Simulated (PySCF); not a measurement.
# What a mistake does to a calculation on B2HO2 cation

Calculated results; nothing here was measured. The program is PySCF 2.14.0, an open-source quantum chemistry code, run on an isolated molecule that a program drew, which may never have been made. The molecule is B2HO2 cation (charge +1, singlet), drawn as the SMILES string `O=B[B+]O`.

Each row is a Hartree-Fock (HF) and frozen-core CCSD(T) single point in the cc-pVDZ basis, meant for a local HF minimum. Run 1 is clean. Each other run has one planted mistake out of seven kinds, and not every kind appears here: one electron removed, one electron added, multiplicity raised by two, geometry at a saddle point, minimal basis STO-3G, one bond length entered in bohr, all coordinates scaled. The reference is restricted for singlets and unrestricted otherwise, and also for a bond in bohr. Adding or removing an electron swaps singlet and doublet. Electrons count all cores. HOMO and LUMO are orbital energies over both spins, the gradient is its largest component, and the lowest frequency (negative if imaginary) is given only where the gradient is small. Bond lengths are over the 4 bonds as drawn. T1 is the CCSD diagnostic: over 0.02 (restricted) or 0.045 (unrestricted) a single reference is doubtful.

Geometry of the clean run:
```xyz
5
B2HO2 cation, angstrom
O    -3.3589   -2.0100   -1.2784
B    -2.9140   -0.9375   -1.1383
B    -2.2765    0.5991   -0.9377
O    -1.8164    1.7078   -0.7933
H    -1.4524    2.5853   -0.6772
```

```
run,electrons,basis functions,<S^2>,HOMO (eV),LUMO (eV),gradient (hartree/bohr),lowest frequency (cm^-1),mean bond (Å),longest bond (Å),T1,HF (hartree),CCSD(T) (hartree),mistake
1,26,61,0.000,-19.71,-5.06,3.8e-05,115,1.2528,1.676,0.0226,-199.45976,-199.99173,no fault
2,26,61,0.000,-19.22,-5.30,9.5e-02,-,1.3117,1.754,0.0257,-199.44512,-199.98970,all coordinates scaled
3,27,61,0.763,-6.51,2.02,1.4e-01,-,1.2528,1.676,0.0199,-199.67137,-200.20113,one electron added
4,26,61,1.720,-16.46,-5.68,3.4e-02,-,1.5130,2.210,0.0920,-199.19043,-199.69893,one bond length entered in bohr
5,26,61,2.010,-13.71,-7.50,3.0e-01,-,1.2528,1.676,0.0177,-199.30964,-199.77878,?
6,26,21,0.000,-17.93,-1.48,4.6e-02,-,1.2528,1.676,0.0247,-196.86577,-197.11076,?
```

**Which mistake was planted in run 5, and what did it cost?**

Electrons, basis and geometry are unchanged, and <S^2> is 2.010, beside S(S+1) = 2.00 for a multiplicity of 3. So the mistake is: multiplicity raised by two. Subtracting run 1 and multiplying by 627.51 kcal/mol a hartree, the energy moved by 94.2 kcal/mol in HF and 133.6 kcal/mol in CCSD(T).

**Which mistake was planted in run 6, and what did it cost?**

It has 21 basis functions where the clean run has 61, with the same electrons and geometry. So the mistake is: minimal basis STO-3G. Subtracting run 1 and multiplying by 627.51 kcal/mol a hartree, the energy moved by 1627.8 kcal/mol in HF and 1807.8 kcal/mol in CCSD(T).

Cautions from the logs. Run 1: T1 is over the limit, so its CCSD(T) energy is less reliable; run 2: T1 is over the limit, so its CCSD(T) energy is less reliable; run 4: T1 is over the limit, so its CCSD(T) energy is less reliable; run 6: T1 is over the limit, so its CCSD(T) energy is less reliable.
